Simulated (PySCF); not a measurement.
Computed shifts of a molecule C2H11FSi3, PBE/pcSseg-1 run with PySCF, GIAO, gas phase, atoms alike by connectivity averaged where their shifts nearly agree, in ppm (number of nuclei): ¹⁹F: -293.2 (1). ²⁹Si: 14.7 (1), -68.8 (1), -73.9 (1). ¹³C: 10.1 (1), 9.5 (1). ¹H: 6.14 (2), 4.53 (1), 4.29 (3), 3.86 (1), 1.72 (1), 1.71 (1), 1.41 (1), 1.20 (1). References: ¹⁹F against CFCl3 (σ = 133.6 ppm); ²⁹Si against TMS (σ = 335.4 ppm); ¹³C against TMS (σ = 182.0 ppm); ¹H against TMS (σ = 31.49 ppm), references at their B3LYP-D3(BJ)/def2-TZVP geometries, non-relativistic. Geometry optimised at PBE0-D3(BJ)/def2-SVP. The values are those of a single conformer.

Problem. Which structure fits?
A) F[SiH2][SiH2]CC[SiH3]
B) C[Si@@H]([SiH3])[C@@H](F)[SiH3]
C) C[SiH](C)[SiH2][SiH2]F
D) C[Si]([SiH3])([SiH3])CF

Solution. A, F[SiH2][SiH2]CC[SiH3]
